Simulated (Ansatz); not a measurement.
Energy needed to pull apart GaH₂SCl (SMILES [SH][GaH][Cl]), closed shell, into free ground-state atoms, from the structure below (displaced at random from a GFN2-xTB minimum); no zero-point or spin–orbit terms; open-shell atoms are treated unrestricted, in their ground-state multiplicity.

```xyz
5
angstrom
S -0.7330 -0.1130 1.5410
Ga 0.2747 0.1540 -0.5673
Cl 1.1712 2.0110 -0.7649
H -1.1761 -1.2999 1.3325
H 0.3518 -0.8655 -1.6374
```

Computed with Ansatz 0.2.0 (basis: def2-TZVPP); correlated methods freeze the cores. Filled d shells of the heavier atoms are correlated. The def2 sets are not built for correlating such inner shells, so the correlated values are less sure here.

```
    method  atomization energy (kJ/mol)
    PBE-D4                         1296
 r2SCAN-D4                         1311
   PBE0-D4                            ?
r2SCANh-D4                         1303
r2SCAN0-D4                         1291
   wB97M-V                         1297
        HF                          937
       MP2                         1294
      CCSD                            ?
   CCSD(T)                         1269
```

(1) What does PBE0-D4 give? (To be estimated.)

(2) What does CCSD give? (Judge from chemistry; the value comes from the calculation.)

T1 diagnostic: at most 0.013.

Answers

(1) Computed: 1286 kJ/mol, which is about 17 kJ/mol more than CCSD(T)/def2-TZVPP.

(2) The calculation gives: 1245 kJ/mol, which is about 24 kJ/mol less than CCSD(T)/def2-TZVPP.

In triple zeta the MP2 and coupled-cluster atomization energies are still short of their basis limit by a few kcal/mol a bond, whereas those of the functionals are nearly converged, so these differences are not deviations from converged CCSD(T).

For scale, one of the runs: CCSD(T)/def2-TZVPP forces, 160 basis functions (an equivalent command: `ansatz run in.yaml --threads 4`). Time: 77 s of wall clock on 4 CPU threads; the host was shared. Peak host memory: 1.9 GiB.
